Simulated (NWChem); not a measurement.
# TlCl; SMILES [Cl][Tl]

```xyz
2

Tl     0.0000     0.0000    -0.4135
Cl     0.0000     0.0000     2.1060
```
Atoms are numbered in this order, from 1.

All runs: NWChem. Coordinates come from a PBE0/def2-SVP optimisation. def2 effective core potentials on Tl; no spin-orbit coupling. Vertical excitations in the gas phase; the lowest state need not have the same character in each row.

For level PBE/def2-SVPD, TDA:

- lowest excitation, singlet (eV): 4.16
- lowest state with f > 0.02, singlet (eV): 4.35
- orbital gap (eV): 4.07

How do the values read with level PBE/def2-SVP, TDA instead?


* **lowest excitation, singlet (eV)**: 4.00
* **lowest state with f > 0.02, singlet (eV)**: 4.22
* **orbital gap (eV)**: 3.94
